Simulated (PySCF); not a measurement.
# Electron correlation in Al (aluminium, neutral)

[Ne] 3s2 3p1, 2P determinant. Calculation: PySCF 2.14, in dyall-acv3z (19s12p6d4f, 113 functions); the non-relativistic Hamiltonian (point nucleus). Frozen: [Ne]; 3 electrons correlated; the 23 highest virtual orbitals of each spin left out.

```tsv
level	correlation energy (mhartree)
CCSD	-51.87
(T)	-1.24
CCSD(T)	-53.11
```

Diagnostics: T1 = 0.019, D1 = 0.0425, largest double amplitude 0.056.

Problem. Is a single reference adequate?

Solution. Yes: T1 lies below 0.03 and no double amplitude reaches 0.07.
